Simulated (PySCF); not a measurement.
Species: C5H11B.
Cartesian coordinates in Å at the GFN2-xTB level; atoms count from 1:
```xyz
17
C5H11B angstrom
B      2.359   -0.041    0.246
C      0.798   -0.088    0.372
C      0.030   -1.106   -0.482
C     -1.447   -0.726   -0.310
C     -1.458    0.756    0.115
C      0.008    1.202    0.112
H      2.955   -1.008   -0.033
H      2.936    0.950    0.475
H      0.625   -0.360    1.427
H      0.229   -2.134   -0.183
H      0.326   -0.995   -1.527
H     -2.004   -0.883   -1.233
H     -1.909   -1.343    0.461
H     -2.063    1.365   -0.556
H     -1.876    0.856    1.117
H      0.207    1.971    0.857
H      0.278    1.599   -0.868
```

The closed-shell ground state was solved at several levels (PySCF, density fitting, gas phase, non-relativistic).

```
        level  basis functions  total energy (Eh)  HOMO (eV)  LUMO (eV)  gap (eV)  dipole (D)
  B3LYP/pcJ-1              272          -221.9990      -8.34      -1.57      6.77        0.55
PBE0/pcSseg-1              157          -221.6639      -8.56      -1.33      7.23        0.54
```

**Question.** What might PBE0/def2-SVPD (208 basis functions) give for the same quantities?

**Answer.** Total energy -221.5480 Eh, HOMO -8.53 eV, LUMO -1.34 eV, gap 7.19 eV, dipole 0.60 D.

**Question.** Over all these levels, which gives the widest orbital gap and which the narrowest?

**Answer.** PBE0/pcSseg-1 (global hybrid, 25 % exact exchange) has the widest, 7.23 eV, and B3LYP/pcJ-1 (global hybrid, 20 % exact exchange) the narrowest, 6.77 eV. Functional and basis both differ between the two, so the spread mixes both effects.

**Question.** How far do the dipole and the HOMO energy spread over the levels?

**Answer.** The dipole runs from 0.54 to 0.60 D (mean 0.56 D) and the HOMO from -8.56 to -8.34 eV.

One conformer stands for the species.
